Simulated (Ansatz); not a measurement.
Reaction (ligand exchange at a B–S bond): `FB(S)S` + `BO` → `BOB(F)S` + H₂S

Gas-phase electronic energies from Ansatz, PBE0-D4/def2-TZVP geometries. CBS: MP2 limit from def2 TZ/QZ plus the TZ coupled-cluster correction, frozen cores. This one scheme is used for every species. Functionals use def2-TZVPP. B3LYP here is the variant with VWN-RPA as its local correlation; programs differ in this. HSE06 is defined as in plane-wave codes. Each species was taken in one conformer, which may not be the lowest.

`FB(S)S`:

```xyz
6

F     0.711   -1.099    0.339
B     0.012   -0.019    0.006
S     0.749    1.267   -1.025
S    -1.688    0.185    0.576
H     1.932    0.642   -1.147
H    -1.716   -0.977    1.250
```

`BO`:

Z-matrix (Å, degrees):
```
B
O 1 1.348
H 1 1.196 2 116.8
H 1 1.202 2 120.7 3 -180.0
H 2 0.961 1 113.5 3 180.0
```

`BOB(F)S`:

Z-matrix (Å, degrees):
```
B
O 1 1.353
H 1 1.195 2 117.5
H 1 1.202 2 120.5 3 179.7
B 2 1.366 1 132.5 3 175.7
S 5 1.805 2 126.8 1 -16.3
F 5 1.323 2 116.5 1 164.8
H 6 1.343 5 95.6 2 2.2
```

H₂S:

Cartesian coordinates in Å:
```
S 0.540 -0.223 -0.207
H -0.066 -0.217 0.990
H -0.474 0.440 -0.783
```

Q: Is it downhill or uphill in electronic energy at CCSD(T)/CBS, and by how much? (An estimate is asked.)

A: Computed: Downhill: ΔE = -9.4 kcal/mol.

Q: What do these levels give: PBE-D4, B3LYP-D4, HSE06-D4, BHLYP-D4, CAM-B3LYP-D4, B2PLYP, revPBE, B3LYP, CCSD/def2-SVP, CCSD(T)/def2-SVP, MP2/def2-TZVPP, SCS-MP2/def2-TZVPP? (Best estimate.)

A: The calculation gave: PBE-D4 -6.0, B3LYP-D4 -9.6, HSE06-D4 -7.5, BHLYP-D4 -11.4, CAM-B3LYP-D4 -10.7, B2PLYP -9.3, revPBE -5.2, B3LYP -9.5, CCSD/def2-SVP -9.9, CCSD(T)/def2-SVP -9.3, MP2/def2-TZVPP -8.2, SCS-MP2/def2-TZVPP -9.2 kcal/mol.

Largest T1 diagnostic among the species: 0.014.

From PBE to PBE0 (25 % exact exchange), in def2-TZVPP and without D4, ΔE moves by −1.5 kcal/mol. In def2-TZVPP, CCSD(T) changes the Hartree–Fock value by +4.7 kcal/mol (the triples alone add +0.9 kcal/mol) and MP2 by +6.0 kcal/mol. Leaving LDA and LC-ωPBE aside and taking each functional with its dispersion term where it has one, the values, not all of them listed here, spread over 5.6 kcal/mol, from BHLYP-D4 to revPBE-D4. LDA lies −1.8 kcal/mol from PBE without D4.
